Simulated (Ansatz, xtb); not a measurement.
## Ranking isomers of C3H8O2S2

3 gas-phase structures of C3H8O2S2, from a drawn sample of its isomers (lower ones may exist). Each was relaxed with GFN2-xTB; where two conformers were screened, the lower at r2SCAN-D4/def2-SVP is listed:

A. `CCS(=O)(=O)SC`, a singlet
B. `CCSS(C)(=O)=O`, a singlet
C. `CSCS(C)(=O)=O`, a singlet

Estimate their order in r2SCAN-D4/def2-SVP energy at these geometries, lowest first.

Calculated order at r2SCAN-D4/def2-SVP: A (0.000), B (0.003), C (0.184) eV. Less than 1 kcal/mol parts A and B, so the order within that pair means little.

Energies above the lowest of each column, in eV; the last columns are at PBE0-D3(BJ)/def2-SVP geometries:

| structure | GFN2-xTB | HF/STO-3G | r2SCAN-D4/def2-SVP | PBE0-D3(BJ)/def2-SVP | CCSD(T)/def2-SVP + ΔMP2/def2-TZVPP |
| --- | --- | --- | --- | --- | --- |
| A | 0.000 | 0.000 | 0.000 | 0.029 | 0.014 |
| B | 0.047 | 0.002 | 0.003 | 0.000 | 0.000 |
| C | 0.812 | 0.287 | 0.184 | 0.119 | 0.075 |

CCSD(T)/def2-SVP + ΔMP2/def2-TZVPP has A and B within 1 kcal/mol of each other at the bottom, and every level picks one of them. CCSD(T)/def2-SVP + ΔMP2/def2-TZVPP orders those it was run on as B (0.000), A (0.014), C (0.075) eV. Less than 1 kcal/mol parts B and A, so the order within that pair means little. Flexible structures stand in one conformer each, not always the lowest. ΔMP2 is the change of the MP2 energy from the smaller to the larger basis.

Programs: Ansatz 0.2.0, xtb 6.7.1.
